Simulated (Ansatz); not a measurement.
Stepwise reaction of `F[SiH](F)F` with hydrogen sulfide, as a gas-phase model of exchange steps in deposition or etching. ΔE in kJ/mol.

Computed with Ansatz on PBE0-D4/def2-TZVP structures; ΔE is electronic, products minus reactants. CCSD(T)/CBS adds triple-zeta CCSD(T) − MP2 to the extrapolated MP2 energy (def2 sets, frozen cores). This one scheme is used for every species. DFT in def2-TZVPP. B3LYP here is the variant with VWN-RPA as its local correlation; programs differ in this. Each species was taken in one conformer, which may not be the lowest.

```csv
step,reaction,PBE-D4,B3LYP-D4,ωB97M-V,CCSD(T)/CBS
2,`F[SiH](F)S` + H₂S → `F[SiH](S)S` + H–F,73.2,89.1,89.2,84.7
3,`F[SiH](S)S` + H₂S → `S[SiH](S)S` + H–F,64.7,78.9,80.4,73.6
```

Q: Give the row of step 1, `F[SiH](F)F` + H₂S → `F[SiH](F)S` + H–F. (Estimate.)

A: Computed: 
```json
{"step": "1", "reaction": "`F[SiH](F)F` + H₂S → `F[SiH](F)S` + H–F", "PBE-D4": "82.1", "B3LYP-D4": "97.7", "ωB97M-V": "97.3", "CCSD(T)/CBS": "96.2"}
```

Q: By hand: ΔE of the 3 steps together at CCSD(T)/CBS.

A: (96.2) + (84.7) + (73.6) = 254.5 kJ/mol, or 84.8 kJ/mol a step.

In ΔE each step is lower than the one before. All are uphill at CCSD(T)/CBS. PBE-D4 differs from CCSD(T)/CBS by -14.1 to -8.9 kJ/mol a step. Isolated molecules leave out the surface, adducts and barriers. Largest T1 diagnostic: 0.012.
